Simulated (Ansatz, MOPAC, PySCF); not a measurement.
System: CHS2, net charge 1, singlet state. SMILES: S=C=[SH+]
Coordinates optimised at B3LYP-D3(BJ)/def2-TZVP (Ansatz, a quantum-chemistry and plane-wave program):
```xyz
4

S      1.5692    -0.3050     0.1177
C      0.0958    -0.0321     0.0255
S     -1.4865     0.3413    -0.1827
H     -1.8991    -0.3890     0.8868
```
Charge +1, spin multiplicity 1.

Unscaled harmonic wavenumbers (cm⁻¹) in rising order, each level at the stationary point that it reaches from this structure (no distance between atoms moves by over 0.3 Å); the order of modes can differ between levels, and a negative number is imaginary. B3LYP-D3(BJ)/def2-TZVP (PySCF, at the structure above): 324, 378, 616, 939, 1570, 2567.

AM1 (MOPAC): 440, 490, 640, 1000, 1381, 1892. Zero-point energy 8.4 against 9.1 kcal/mol; where all levels lie over 400 cm⁻¹, the wavenumbers are on average 0.930 times those of B3LYP-D3(BJ)/def2-TZVP.

PM7 (MOPAC): 364, 394, 591, 897, 1328, 2465. Zero-point energy 8.6 against 9.1 kcal/mol; where all levels lie over 400 cm⁻¹, the wavenumbers are on average 0.930 times those of B3LYP-D3(BJ)/def2-TZVP.

HF/3-21G (Ansatz): 362, 401, 547, 1031, 1557, 2519. Zero-point energy 9.2 against 9.1 kcal/mol; where all levels lie over 400 cm⁻¹, the wavenumbers are on average 0.990 times those of B3LYP-D3(BJ)/def2-TZVP.

B3LYP/6-31G* (Ansatz): 326, 374, 610, 955, 1562, 2610. Zero-point energy 9.2 against 9.1 kcal/mol; where all levels lie over 400 cm⁻¹, the wavenumbers are on average 1.005 times those of B3LYP-D3(BJ)/def2-TZVP.
